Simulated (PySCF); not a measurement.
C6H4N2O.
Atom-mapped SMILES: `[N:1]#[C:2][c:3]1[cH:4][cH:5][n:6]([CH:7]=[O:8])[cH:9]1` (hydrogens: H10 on C4; H11 on C5; H12 on C7; H13 on C9)

The closed-shell SCF was solved with PySCF and density fitting under several settings on one GFN2-xTB geometry (grid level 2 and gas phase unless stated).

```json
{"settings": "PBE0/pcSseg-1", "basis functions": "173", "SCF cycles": "16", "E (Eh)": "-415.2270", "HOMO (eV)": "-7.63", "LUMO (eV)": "-2.07", "dipole (D)": "5.13"}
{"settings": "wB97X-D/def2-SVPD", "basis functions": "215", "SCF cycles": "16", "E (Eh)": "-415.3097", "HOMO (eV)": "-9.44", "LUMO (eV)": "-0.43", "dipole (D)": "5.16"}
{"settings": "CAM-B3LYP/cc-pVDZ, fitting basis def2-qzvpp-jkfit", "basis functions": "146", "SCF cycles": "12", "E (Eh)": "-415.5678", "HOMO (eV)": "-8.60", "LUMO (eV)": "-0.63", "dipole (D)": "4.88"}
{"settings": "mPW1PW91/pcSseg-1, energy threshold 1e-07 Eh", "basis functions": "173", "SCF cycles": "10", "E (Eh)": "-415.5956", "HOMO (eV)": "-7.65", "LUMO (eV)": "-2.09", "dipole (D)": "5.14"}
{"settings": "LC-wPBE/pcseg-1", "basis functions": "146", "SCF cycles": "15", "E (Eh)": "-415.3744", "HOMO (eV)": "-10.20", "LUMO (eV)": "0.14", "dipole (D)": "5.23"}
```

Question: Estimate the rows for these settings: (1) HF/6-31G*; (2) PBE/aug-cc-pVDZ, grid level 3.

Answer: 
```tsv
settings	basis functions	SCF cycles	E (Eh)	HOMO (eV)	LUMO (eV)	dipole (D)
HF/6-31G*	134	14	-413.2804	-9.48	2.19	5.46
PBE/aug-cc-pVDZ, grid level 3	243	18	-415.3135	-6.58	-3.09	4.90
```

Question: Over all rows, what range does the HOMO–LUMO gap span?

Answer: From 3.49 eV (PBE/aug-cc-pVDZ, grid level 3) to 11.67 eV (HF/6-31G*). The functional of the narrowest has no exact exchange, that of the widest 100 % exact exchange.

wB97X-D ran without the empirical dispersion term, which would shift the total energy alone. Cycle counts include a coarse-grid stage where the run had one. All basis functions are spherical, in the Pople sets too.

Shape of the structure used: `[N:1]#[C:2][c:3]1[cH:4][cH:5][n:6]([CH:7]=[O:8])[cH:9]1`: C5–N6–C7–O8 180°.

One conformer stands for the species.
